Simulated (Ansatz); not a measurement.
Basis-set extrapolation for CH₆AlNS, SMILES `NC[S][AlH2]` (PBE0-D4/def2-TZVP geometry, frozen core, the Gaussian-basis code of Ansatz). Multiplicity 1, RHF reference.

```tsv
	def2-TZVPP	def2-QZVPP
HF	-735.334127	-735.357247
MP2 correlation	-0.647202	-0.696102
CCSD(T) correlation	-0.722663	not run
```

Energies in hartree. Use E(X) = E(∞) + A·exp(−7.88·√X) for Hartree–Fock and E(X) = E(∞) + B·X^(−2.97) for correlation, with X = 3 and 4, and add CCSD(T) minus MP2 of the smaller set to the MP2 limit.

**Question.** What is the CCSD(T) energy at the basis-set limit?

**Answer.** HF limit: -735.357247 + (-0.023120) × 0.13774 = -735.36043. MP2 limit: -0.696102 + (-0.048900) × 0.74074 = -0.73232. Higher-order term: -0.722663 − (-0.647202) = -0.07546. Total: -736.16821 hartree, 69.9 kcal/mol below CCSD(T)/def2-TZVPP.
